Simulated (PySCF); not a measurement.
Te(OH)(NMe2) (C2H7NOTe), SMILES CN(C)[Te]O.

The structure is a stationary point at PBE0-D3(BJ)/def2-SVP. The structure was generated by enumeration, and PubChem lists no compound with its InChIKey, so it may never have been made. The def2 effective core potentials stand for the cores of Te; spin–orbit coupling is left out. Other conformers were not sampled.

Computed with PBE0-D3(BJ)/def2-SVP run with PySCF 2.14.0.

Frequencies are harmonic and unscaled.

Computed vibrational spectrum:
```json
[
 {"mode": "1", "ν (cm⁻¹)": "95", "IR (km/mol)": "1.6", "Raman (Å⁴/amu)": "1.8", "depolarisation": "0.68", "moving atoms (share of kinetic energy)": "O 38 %, C 33 %, H 23 %"},
 {"mode": "2", "ν (cm⁻¹)": "97", "IR (km/mol)": "4.3", "Raman (Å⁴/amu)": "3.3", "depolarisation": "0.55", "moving atoms (share of kinetic energy)": "O 43 %, H 30 %, C 19 %"},
 {"mode": "3", "ν (cm⁻¹)": "208", "IR (km/mol)": "2.9", "Raman (Å⁴/amu)": "1.2", "depolarisation": "0.70", "moving atoms (share of kinetic energy)": "H 66 %, O 15 %, N 10 %"},
 {"mode": "4", "ν (cm⁻¹)": "215", "IR (km/mol)": "0.3", "Raman (Å⁴/amu)": "0.4", "depolarisation": "0.74", "moving atoms (share of kinetic energy)": "H 93 %"},
 {"mode": "5", "ν (cm⁻¹)": "293", "IR (km/mol)": "3.7", "Raman (Å⁴/amu)": "0.1", "depolarisation": "0.70", "moving atoms (share of kinetic energy)": "C 45 %, H 31 %, N 19 %"},
 {"mode": "6", "ν (cm⁻¹)": "300", "IR (km/mol)": "14.8", "Raman (Å⁴/amu)": "1.6", "depolarisation": "0.51", "moving atoms (share of kinetic energy)": "N 53 %, H 34 %"},
 {"mode": "7", "ν (cm⁻¹)": "329", "IR (km/mol)": "3.1", "Raman (Å⁴/amu)": "4.7", "depolarisation": "0.36", "moving atoms (share of kinetic energy)": "C 47 %, H 32 %, Te 19 %"},
 {"mode": "8", "ν (cm⁻¹)": "426", "IR (km/mol)": "95.3", "Raman (Å⁴/amu)": "4.1", "depolarisation": "0.67", "moving atoms (share of kinetic energy)": "H 89 %"},
 {"mode": "9", "ν (cm⁻¹)": "551", "IR (km/mol)": "32.7", "Raman (Å⁴/amu)": "11.1", "depolarisation": "0.23", "moving atoms (share of kinetic energy)": "N 32 %, C 32 %, H 25 %, Te 8 %"},
 {"mode": "10", "ν (cm⁻¹)": "585", "IR (km/mol)": "57.4", "Raman (Å⁴/amu)": "22.5", "depolarisation": "0.15", "moving atoms (share of kinetic energy)": "O 83 %, Te 11 %"},
 {"mode": "11", "ν (cm⁻¹)": "979", "IR (km/mol)": "49.5", "Raman (Å⁴/amu)": "1.4", "depolarisation": "0.69", "moving atoms (share of kinetic energy)": "H 94 %"},
 {"mode": "12", "ν (cm⁻¹)": "1006", "IR (km/mol)": "79.9", "Raman (Å⁴/amu)": "11.2", "depolarisation": "0.58", "moving atoms (share of kinetic energy)": "C 42 %, H 32 %, N 25 %"},
 {"mode": "13", "ν (cm⁻¹)": "1072", "IR (km/mol)": "3.0", "Raman (Å⁴/amu)": "4.4", "depolarisation": "0.75", "moving atoms (share of kinetic energy)": "H 71 %, C 26 %"},
 {"mode": "14", "ν (cm⁻¹)": "1108", "IR (km/mol)": "1.5", "Raman (Å⁴/amu)": "2.6", "depolarisation": "0.75", "moving atoms (share of kinetic energy)": "H 80 %, C 20 %"},
 {"mode": "15", "ν (cm⁻¹)": "1149", "IR (km/mol)": "4.3", "Raman (Å⁴/amu)": "1.2", "depolarisation": "0.36", "moving atoms (share of kinetic energy)": "H 70 %, C 19 %, N 10 %"},
 {"mode": "16", "ν (cm⁻¹)": "1262", "IR (km/mol)": "43.9", "Raman (Å⁴/amu)": "1.4", "depolarisation": "0.71", "moving atoms (share of kinetic energy)": "N 57 %, C 29 %, H 13 %"},
 {"mode": "17", "ν (cm⁻¹)": "1267", "IR (km/mol)": "5.1", "Raman (Å⁴/amu)": "9.2", "depolarisation": "0.35", "moving atoms (share of kinetic energy)": "H 43 %, N 33 %, C 24 %"},
 {"mode": "18", "ν (cm⁻¹)": "1416", "IR (km/mol)": "0.4", "Raman (Å⁴/amu)": "11.2", "depolarisation": "0.75", "moving atoms (share of kinetic energy)": "H 86 %, C 13 %"},
 {"mode": "19", "ν (cm⁻¹)": "1438", "IR (km/mol)": "9.6", "Raman (Å⁴/amu)": "4.1", "depolarisation": "0.75", "moving atoms (share of kinetic energy)": "H 87 %, C 13 %"},
 {"mode": "20", "ν (cm⁻¹)": "1448", "IR (km/mol)": "6.3", "Raman (Å⁴/amu)": "26.5", "depolarisation": "0.75", "moving atoms (share of kinetic energy)": "H 96 %"},
 {"mode": "21", "ν (cm⁻¹)": "1461", "IR (km/mol)": "26.2", "Raman (Å⁴/amu)": "5.9", "depolarisation": "0.65", "moving atoms (share of kinetic energy)": "H 93 %"},
 {"mode": "22", "ν (cm⁻¹)": "1474", "IR (km/mol)": "15.4", "Raman (Å⁴/amu)": "5.8", "depolarisation": "0.75", "moving atoms (share of kinetic energy)": "H 96 %"},
 {"mode": "23", "ν (cm⁻¹)": "1491", "IR (km/mol)": "1.0", "Raman (Å⁴/amu)": "27.6", "depolarisation": "0.62", "moving atoms (share of kinetic energy)": "H 96 %"},
 {"mode": "24", "ν (cm⁻¹)": "2991", "IR (km/mol)": "62.1", "Raman (Å⁴/amu)": "95.0", "depolarisation": "0.15", "moving atoms (share of kinetic energy)": "H 96 %"},
 {"mode": "25", "ν (cm⁻¹)": "3000", "IR (km/mol)": "93.6", "Raman (Å⁴/amu)": "225.3", "depolarisation": "0.04", "moving atoms (share of kinetic energy)": "H 96 %"},
 {"mode": "26", "ν (cm⁻¹)": "3069", "IR (km/mol)": "62.4", "Raman (Å⁴/amu)": "242.7", "depolarisation": "0.51", "moving atoms (share of kinetic energy)": "H 91 %, C 9 %"},
 {"mode": "27", "ν (cm⁻¹)": "3076", "IR (km/mol)": "8.8", "Raman (Å⁴/amu)": "51.1", "depolarisation": "0.66", "moving atoms (share of kinetic energy)": "H 91 %, C 9 %"},
 {"mode": "28", "ν (cm⁻¹)": "3158", "IR (km/mol)": "7.2", "Raman (Å⁴/amu)": "50.4", "depolarisation": "0.74", "moving atoms (share of kinetic energy)": "H 91 %, C 9 %"},
 {"mode": "29", "ν (cm⁻¹)": "3163", "IR (km/mol)": "6.8", "Raman (Å⁴/amu)": "56.9", "depolarisation": "0.72", "moving atoms (share of kinetic energy)": "H 91 %, C 9 %"},
 {"mode": "30", "ν (cm⁻¹)": "3863", "IR (km/mol)": "76.2", "Raman (Å⁴/amu)": "81.6", "depolarisation": "0.26", "moving atoms (share of kinetic energy)": "H 94 %"}
]
```
